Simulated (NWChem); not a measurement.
Species: C3H7NSi; SMILES N#CCC[SiH3]

```xyz
12

N      0.9665    -2.4039    -0.1461
C      0.0753    -1.6958     0.0632
C     -1.0437    -0.7917     0.3139
C     -0.9273     0.5527    -0.4169
Si     0.5459     1.6452     0.0690
H     -1.9661    -1.3182     0.0162
H     -1.1153    -0.6409     1.4044
H     -1.8453     1.1325    -0.2247
H     -0.8928     0.3868    -1.5065
H      0.5165     1.8932     1.5444
H      0.4265     2.9510    -0.6472
H      1.8417     0.9988    -0.2907
```
Atoms are numbered in this order, from 1.

All runs: NWChem. Structure relaxed at the PBE0/def2-SVP level. No frequency run checked for a minimum. Hybrids' shares of exact exchange are those that their runs print; pure functionals count as 0. The functionals differ in more than this share.

```csv
row,share of exact exchange,orbital gap (eV)
PBE/def2-SVP,0.00,7.16
BLYP/def2-SVP,0.00,7.12
B3LYP/def2-SVP,0.20,withheld
PBE0/def2-SVP,0.25,9.44
MPW1K/def2-SVP,0.43,11.08
BHandHLYP/def2-SVP,0.50,11.56
```

### Question
Fit a straight line of the last column on the one before it, predict the withheld value, and compare with the run.

### Answer

1. Means of the 5 shown rows: x = 0.236, y = 9.272. Slope Σ(x − x̄)(y − ȳ)/Σ(x − x̄)² = 1.963/0.2189 = 8.969; intercept 7.155.
2. The shown rows scatter about the line by 0.053 (root mean square); the largest residual is -0.08, at BHandHLYP/def2-SVP.
3. At x = 0.20 (B3LYP/def2-SVP; inside the shown range) the line gives 8.95.
4. The run gives 8.94, -0.01 from the line, 0.2 times the scatter.
